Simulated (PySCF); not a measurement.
Mg(Me) (CH3Mg), SMILES [CH3][Mg+], charge +1. Atoms are numbered in the order given.

```xyz
5

Mg     0.0000     0.0000    -0.9302
C      0.0000     0.0000     1.1336
H     -0.9019     0.5207     1.4539
H      0.9019     0.5207     1.4539
H      0.0000    -1.0415     1.4539
```
Charge +1, spin multiplicity 1.

The structure is a stationary point at PBE0-D3(BJ)/def2-TZVP. The spin state was assumed, not searched. The isomer is the one that the SMILES or the coordinates give; other isomers of the formula were not compared.

These are ωB97X/def2-TZVPD in PySCF values and carry that method's errors.

Isolated molecule, no solvent.

The total energy is -239.69655 hartree and the point group comes out as C3v. The highest occupied level is -15.08 eV, the lowest empty level is -6.41 eV and the orbital gap comes out as 8.67 eV. The dipole moment about the centre of nuclear charge is 6.19 D and the mean static polarisability comes out as 41.0 bohr³ (6.07 Å³). The polarisability, principal values comes out as 29.2, 29.2, 64.6 bohr³.
